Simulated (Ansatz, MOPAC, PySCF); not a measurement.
Noncovalent pair: SiH4 (SMILES [SiH4]) (first 5 atoms) with AsH3 (SMILES [AsH3]); geometry from B3LYP-D3(BJ)/def2-TZVP, rigid monomers moved along the line of their centres of mass till Si1···H9 is 4.60 Å.
(charge 0, multiplicity 1):
| atom | x (Å) | y (Å) | z (Å) |
|---|---|---|---|
| Si | 0.0047 | -0.0823 | 0.1973 |
| H | 0.3140 | -0.6296 | -1.1431 |
| H | -1.4219 | 0.3073 | 0.2561 |
| H | 0.8518 | 1.1025 | 0.4583 |
| H | 0.2739 | -1.1135 | 1.2247 |
| As | 0.1366 | 0.6112 | 5.4987 |
| H | -0.6015 | 1.2018 | 6.6964 |
| H | -0.6985 | -0.6634 | 5.5417 |
| H | -0.8257 | 1.2695 | 4.5152 |

Interaction energies are E(AB) − E(A) − E(B) at the monomers' geometry in the complex; basis-set methods are counterpoise corrected. Rows marked so take none.

Correlated levels freeze the cores. Filled d and f shells under p-block atoms count as core. CBS(a, b) extrapolates the correlation energy as X⁻³ and adds the Hartree–Fock energy of set b. Rows in 3-21G, 6-31G* carry no dispersion term and start afresh at each structure (6-31G* with six Cartesian d functions); the Pople sets are all-electron and without relativity. MP2/6-31G* freezes PySCF's default core, which leaves 3d correlated. The state reached by PM3 isn't checked.

Codes used: Ansatz (a quantum-chemistry and plane-wave program); MOPAC for PM3 (differences of heats of formation); PySCF for 3-21G rows, 6-31G* rows, the dispersion terms. Values without a source in brackets are computed.

Other levels give for the interaction energy: PBE/def2-TZVPPD -0.11; B3LYP/def2-TZVPPD 0.12; B3LYP-D3(BJ)/def2-TZVPPD -0.33; wB97M-V/def2-TZVPPD -0.27; CCSD(T)/CBS(def2-SVPD, def2-TZVPPD) -0.26 kcal/mol.

Common cheap choices:

| level | interaction energy (kcal/mol) | less -0.26 (CCSD(T)/CBS(def2-SVPD, def2-TZVPPD)) |
|---|---|---|
| PM3 | 0.20 | 0.47 |
| HF/3-21G (no counterpoise) | -0.07 | 0.19 |
| HF/6-31G* (no counterpoise) | -0.03 | 0.24 |
| BP86/6-31G* (no counterpoise) | 0.14 | 0.41 |
| B3LYP/3-21G (no counterpoise) | -0.02 | 0.25 |
| B3LYP/6-31G* | 0.09 | 0.35 |
| B3LYP/6-31G* (no counterpoise) | 0.02 | 0.28 |
| MP2/6-31G* | -0.11 | 0.16 |
